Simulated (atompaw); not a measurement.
**Pseudopotential generation for hydrogen: PAW (atompaw), PBEsol, scalar-relativistic.**

* Element: hydrogen
* Generator: atompaw 4.2.0.5
* Type: PAW
* Functional: PBEsol
* Relativity: scalar-relativistic
* Frozen core: none
* Valence charge: 1
* Reference configuration: 1s1
* Partial waves: 1s (bound): rc 1.50 bohr; 1s channel at 2 Ry: rc 1.50 bohr; 2p channel at 0.5 Ry: rc 1.50 bohr
* Local potential: troulliermartins scheme with l = 2 at 1 Ry, radius 1.45 bohr
* Core correction: none
* Augmentation charge: sinc compensation charge, radius 1.25 bohr; PAW radius 1.50 bohr; waves and projectors: custom polynom vanderbiltortho

All-electron outer shells of the reference configuration (PBEsol, scalar-relativistic, ld1.x):

| shell | level (eV) | outermost node (bohr) | outermost maximum (bohr) |
| --- | --- | --- | --- |
| 1s | -6.33 | – | 1.05 |

Question: Estimate the cutoffs (Ry, on a coarse ladder) from which the occupation-weighted sum of valence levels, in a spherical-Bessel basis at the reference potential, stays within 10 and 1 mRy of its value at 400 Ry.

Answer: 10 Ry and 18 Ry.

Question: What does a ghost test show?

Answer: No extra level below or beside the all-electron valence levels (s, p, d, f tested).

Question: Is the overlap operator S = 1 + Σ q|β⟩⟨β| positive definite (Bessel basis up to 400 Ry)?

Answer: Yes: its lowest eigenvalue is 0.96 (s channel).
